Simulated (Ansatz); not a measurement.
Isolated molecules relaxed with PBE0-D4/def2-TZVP in Ansatz; ΔE leaves out vibrations. CBS: MP2 limit from def2 TZ/QZ plus the TZ coupled-cluster correction, frozen cores. Functionals use def2-TZVPP. For Br outer-core shells are correlated without core-valence functions, which leaves a few kJ/mol of doubt a bond. Scalar relativity is left out up to krypton. Each species was taken in one conformer, which may not be the lowest.

Reaction (substitution at a C–C bond): `CCCCOC` + HBr → `CCCBr` + `COC`

Q: Is it downhill or uphill in electronic energy at CCSD(T)/CBS, and by how much? (Estimate.)

A: Computed: Uphill: ΔE = +18.3 kJ/mol.

Q: What do these levels give: PBE-D4, PBE0-D4, ωB97X-V, PBE, PBE0, SCS-MP2/def2-TZVPP, CCSD/def2-TZVPP, CCSD(T)/def2-TZVPP, MP2/def2-QZVPP, HF/CBS(def2), MP2/CBS(def2), CCSD/CBS(def2)? (An estimate is asked.)

A: Computed: PBE-D4 14.5, PBE0-D4 18.0, ωB97X-V 19.2, PBE 13.5, PBE0 17.1, SCS-MP2/def2-TZVPP 15.7, CCSD/def2-TZVPP 20.6, CCSD(T)/def2-TZVPP 19.5, MP2/def2-QZVPP 16.0, HF/CBS(def2) 18.3, MP2/CBS(def2) 15.3, CCSD/CBS(def2) 19.4 kJ/mol.

Largest T1 diagnostic among the species: 0.010.

From PBE to PBE0 (25 % exact exchange), in def2-TZVPP and without D4, ΔE moves by +3.6 kJ/mol.
